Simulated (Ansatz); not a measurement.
`CO[SiH2][SiH2]F` → `F[SiH2][SiH3]` + `C=O` at 600 K and 1 bar (β-hydride elimination).

Computed with Ansatz on PBE0-D4/def2-TZVP structures; ΔE is electronic, products minus reactants. CCSD(T)/CBS is the MP2 limit (def2-TZVPP, def2-QZVPP) plus CCSD(T) − MP2 in def2-TZVPP, frozen cores. This one scheme is used for every species. Each species was taken in one conformer, which may not be the lowest.

```json
{"species": "`CO[SiH2][SiH2]F`", "CCSD(T)/CBS energy (Eh)": "-795.46506", "H − E (kJ/mol)": "280.1", "S (J/(mol·K))": "490.0"}
{"species": "`F[SiH2][SiH3]`", "CCSD(T)/CBS energy (Eh)": "-681.00067", "H − E (kJ/mol)": "166.4", "S (J/(mol·K))": "386.0"}
{"species": "`C=O`", "CCSD(T)/CBS energy (Eh)": "-114.39408", "H − E (kJ/mol)": "92.5", "S (J/(mol·K))": "246.7"}
```

H − E and S are ideal-gas, rigid-rotor, harmonic terms from PBE0-D4/def2-TZVP, for one conformer and one mirror image of each species. 1 Eh = 2625.50 kJ/mol, R = 8.31446 J/(mol·K).

Task: By hand: ΔE, ΔH, ΔS and ΔG.

Result: ΔE = (-681.00067) + (-114.39408) − (-795.46506) = 0.07031 Eh = 184.6 kJ/mol. Δ(H − E) = 166.4 + 92.5 − 280.1 = -21.2, so ΔH = 163.4 kJ/mol. ΔS = 386.0 + 246.7 − 490.0 = 142.7 J/(mol·K). ΔG = 163.4 − 600 × (142.7)/1000 = 77.8 kJ/mol.

Task: By hand: the equilibrium constant, and the temperature at which ΔG would vanish if ΔH and ΔS stayed fixed.

Result: log₁₀ K = −ΔG/(RT ln 10) = -6.8. ΔG = 0 at ΔH/ΔS = 1145 K.

The number of gas molecules changes by +1, which sets the sign of ΔS. A doubt of 5 kJ/mol in ΔE shifts log₁₀ K by 0.4 here. Other conformers and mirror images would add mixing entropy, several J/(mol·K) or more a flexible species. Modes under 60 cm⁻¹, often nearly free rotors, make the harmonic entropy too high. These are equilibria of isolated gas molecules and say nothing of rates. Largest T1 diagnostic: 0.015 (customary marks: 0.02 for closed shells, 0.045 for open ones).
